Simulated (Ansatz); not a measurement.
`C[SiH2]CBr` + H₂ → `C[SiH2]C` + HBr at 700 K and 1 bar (hydrogenolysis of a C–Br bond).

Calculated with Ansatz (gas phase, PBE0-D4/def2-TZVP geometries, no zero-point term in ΔE). CCSD(T)/CBS is the MP2 limit (def2-TZVPP, def2-QZVPP) plus CCSD(T) − MP2 in def2-TZVPP, frozen cores. This one scheme is used for every species. For Br outer-core shells are correlated without core-valence functions, which leaves a few kJ/mol of doubt a bond. Scalar relativity is left out up to krypton. Each species was taken in one conformer, which may not be the lowest.

```csv
species,CCSD(T)/CBS energy (Eh),H − E (kJ/mol),S (J/(mol·K))
`C[SiH2]CBr`,-2942.73033,290.5,461.9
H₂,-1.17544,46.8,155.3
`C[SiH2]C`,-370.01595,305.7,403.3
HBr,-2573.91920,36.5,223.7
```

H − E and S are ideal-gas, rigid-rotor, harmonic terms from PBE0-D4/def2-TZVP, for one conformer and one mirror image of each species. For small species the MP2-based limit differs from directly extrapolated CCSD(T) by up to some mEh (0.8 for H₂); such offsets cancel only in part. 1 Eh = 2625.50 kJ/mol, R = 8.31446 J/(mol·K).

Question: By hand: ΔE, ΔH, ΔS and ΔG.

Answer: ΔE = (-370.01595) + (-2573.91920) − (-2942.73033) − (-1.17544) = -0.02938 Eh = -77.1 kJ/mol. Δ(H − E) = 305.7 + 36.5 − 290.5 − 46.8 = 4.9, so ΔH = -72.2 kJ/mol. ΔS = 403.3 + 223.7 − 461.9 − 155.3 = 9.8 J/(mol·K). ΔG = -72.2 − 700 × (9.8)/1000 = -79.1 kJ/mol.

Question: By hand: the equilibrium constant, and the temperature at which ΔG would vanish if ΔH and ΔS stayed fixed.

Answer: log₁₀ K = −ΔG/(RT ln 10) = 5.9. ΔH and −TΔS have one sign here, so there is no such temperature.

The number of gas molecules stays the same, so ΔS is small and ΔH decides. A doubt of 5 kJ/mol in ΔE shifts log₁₀ K by 0.4 here. Other conformers and mirror images would add mixing entropy, several J/(mol·K) or more a flexible species. These are equilibria of isolated gas molecules and say nothing of rates. Largest T1 diagnostic: 0.009 (customary marks: 0.02 for closed shells, 0.045 for open ones).

ΔS is within the doubt of such terms, so its sign, and with it that verdict, could turn.
